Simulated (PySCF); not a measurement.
**SMILES C=CSCS(=O)(=O)O, C3H6O3S2**

Geometry:
```
atom   x (Å)   y (Å)   z (Å)
  C1  -2.170   0.575  -0.121
  C2  -2.033  -0.736  -0.051
  S3  -0.589  -1.705  -0.295
  C4   0.669  -0.530  -0.795
  S5   1.375   0.171   0.715
  O6   2.043  -0.846   1.460
  O7   0.424   1.004   1.367
  O8   2.523   1.106   0.056
  H9  -3.135   1.021   0.046
 H10  -1.356   1.254  -0.296
 H11  -2.861  -1.394   0.165
 H12   1.464  -1.074  -1.294
 H13   0.267   0.265  -1.412
 H14   3.378   0.891   0.434
```

Method: PySCF, GIAO X3LYP/6-31++G** magnetisability, rotational g tensor and spin-rotation constants, non-relativistic, gas phase. Geometry: GFN2-xTB.

(1) Give the nuclear spin-rotation constants along the inertial axes (H = +C I·J) beside the isotropic shieldings.

Results:

(1) Rotational constants 2.6871, 1.0787, 0.9329 GHz. A star marks the isotopologue with that one atom substituted, in its own axes.
| atom | isotope | Caa (kHz) | Cbb (kHz) | Ccc (kHz) | mean (kHz) | σ (ppm) |
| --- | --- | --- | --- | --- | --- | --- |
| H9 | 1H | -0.047 | -0.002 | -0.098 | -0.049 | 26.3 |
| H10 | 1H | 0.096 | -0.088 | -0.073 | -0.022 | 26.2 |
| H11 | 1H | 0.124 | -0.101 | -0.065 | -0.014 | 25.5 |
| H12 | 1H | -0.239 | -0.007 | -0.075 | -0.107 | 28.0 |
| H13 | 1H | -0.253 | -0.043 | -0.026 | -0.107 | 27.3 |
| H14 | 1H | 0.081 | -0.116 | -0.112 | -0.049 | 27.1 |
| C1 | 13C* | 0.907 | 0.310 | 0.145 | 0.454 | 89.8 |
| C2 | 13C* | 1.042 | 0.318 | 0.179 | 0.513 | 69.1 |
| S3 | 33S* | 0.614 | 0.300 | 0.263 | 0.392 | 484.8 |
| C4 | 13C* | 0.472 | 0.225 | 0.167 | 0.288 | 137.4 |
| S5 | 33S* | 1.137 | 0.336 | 0.371 | 0.614 | 237.8 |
| O6 | 17O* | -0.553 | -0.216 | -0.220 | -0.330 | 134.7 |
| O8 | 17O* | -0.477 | -0.245 | -0.182 | -0.301 | 150.2 |

For the geometry as given, no vibrational averaging.
